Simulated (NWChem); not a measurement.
Molecule: SiHOClF2; SMILES O[Si](F)(F)Cl

```xyz
6

O      1.3247    -0.9577     0.7253
Si     0.0059    -0.3443     0.0051
F     -1.3408    -0.8112     0.7335
F     -0.0294    -0.9182    -1.4821
Cl     0.0023     1.6851    -0.0416
H      1.6127    -0.6013     1.5703
```
Atoms are numbered in this order, from 1.

Program: NWChem. The geometry was optimised at PBE0/def2-SVP.

For level TPSS/def2-SVP:

- highest occupied level (eV) = -8.25
- orbital gap (eV) = 8.00
- dipole (D) = 2.26

What are these values for level TPSS/aug-pcseg-1?

The highest occupied level (eV) comes out as -8.54 and the orbital gap (eV) is 7.24. The dipole (D) is 2.11.
